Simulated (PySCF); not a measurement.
BBr2, SMILES [B+](Br)Br, charge +1.

The structure is a stationary point at TPSSh-D3(BJ)/def2-TZVP.

Two levels are set side by side: TDA-PBE/def2-SVPD (PySCF) and ADC(2)/aug-cc-pVDZ (PySCF). Vertical, same geometry; the bases differ. Differences are taken from unrounded values.

| quantity | TDA-PBE |
|---|---|
| lowest singlet excitation (eV) | 5.25 |

**Question.** These are the TDA-PBE values. What does ADC(2) give? (An estimate is asked for; the answer gives what the named calculation found.)

**Answer.** 
```tsv
quantity	ADC(2)	TDA-PBE minus ADC(2)
lowest singlet excitation (eV)	5.86	-0.60
```

Functionals without exact exchange tend to place singlet excitations lower, as here. Differences between two approximate levels are no errors against the true value.

Rough cost on one machine, each run with all the roots and properties that it gave: ADC(2) against TDA-PBE about 20 times.
